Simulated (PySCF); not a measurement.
```xyz
6
charge 1 multiplicity 1, angstrom
Te    0.0000    0.0000   -0.0031
H     0.0000    0.0000    1.6449
H     1.6874    0.0000   -0.3099
H     0.0000    1.6874   -0.3099
H    -1.6874    0.0000   -0.3099
H     0.0000   -1.6874   -0.3099
```

Level of theory: PBE0/[Te def2-TZVP with ECP28, H def2-TZVP], scalar-relativistic core potentials, density fitting, no spin–orbit coupling, PySCF.

This geometry of TeH₅⁺ is a stationary point at this level.

Question: What is the point group?

Answer: C4v.

Question: Is it a minimum?

Answer: No: it has 1 imaginary mode, at 323i cm⁻¹ (b1).

Question: List the harmonic modes with their infrared intensities.

Answer: 
```tsv
symmetry	ω (cm⁻¹)	IR (km/mol, summed over degenerate members)
b1	323i	–
a1	744	14.9
e	787	7.7
e	1048	184
b2	1264	0.0
e	1859	99.2
b1	1868	0.0
a1	1974	1.0
a1	2213	26.3
```

Question: Give the atomic charges and bond orders.

Answer: 
```csv
atom,Mulliken,Löwdin,polar tensor,Mayer order to Te1
Te1,0.33,0.79,1.49,–
H2,0.21,0.09,0.06,0.92
"H3,4,5,6",0.12,0.03,-0.14,0.80
```

In C4v the vibrations span 2b1 + 3a1 + 3e + b2. The b1, b2 modes carry no infrared intensity, as symmetry demands.

This need not be the most stable arrangement of these atoms. At this level a singlet minimum of D3h symmetry lies 8 kJ/mol below this structure.
